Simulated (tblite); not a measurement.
Isomers of C7H10F2O. Level: GFN2-xTB in tblite, geometry and Hessian alike; calculated harmonic values, unscaled, isolated species. Against measured fundamentals such values can be off by several per cent, at times by over 20. One conformer each.

Electronic energies: GFN2-xTB at the same geometries; isomer energies are rough at this level and their order can be wrong.

| SMILES | electronic energy, lowest = 0 (kJ/mol) |
| --- | --- |
| C=C[C@@H]1C[C@@H](F)[C@@H]1OCF | 87.9 |
| FC[C@@H]1O[C@H](F)[C@@H]1C1CC1 | 75.1 |
| CC[C@H]1C[C@@](F)(C(=O)F)C1 | 0.0 |

Q: How do GFN2-xTB zero-point energies change the relative energies?

A: 
```json
{"SMILES": "CC[C@H]1C[C@@](F)(C(=O)F)C1", "ZPE (kJ/mol)": "415.7", "of it from modes above 1550 cm⁻¹": "191.6", "electronic (kJ/mol)": "0.0", "with ZPE, lowest = 0 (kJ/mol)": "0.0", "lowest mode (cm⁻¹)": "3", "rings": "1"}
{"SMILES": "FC[C@@H]1O[C@H](F)[C@@H]1C1CC1", "ZPE (kJ/mol)": "417.0", "of it from modes above 1550 cm⁻¹": "181.0", "electronic (kJ/mol)": "75.1", "with ZPE, lowest = 0 (kJ/mol)": "76.3", "lowest mode (cm⁻¹)": "36", "rings": "2"}
{"SMILES": "C=C[C@@H]1C[C@@H](F)[C@@H]1OCF", "ZPE (kJ/mol)": "412.0", "of it from modes above 1550 cm⁻¹": "190.2", "electronic (kJ/mol)": "87.9", "with ZPE, lowest = 0 (kJ/mol)": "84.1", "lowest mode (cm⁻¹)": "38", "rings": "1"}
```

The zero-point energies span 5.0 kJ/mol, from `C=C[C@@H]1C[C@@H](F)[C@@H]1OCF` to `FC[C@@H]1O[C@H](F)[C@@H]1C1CC1`. The order is unchanged.
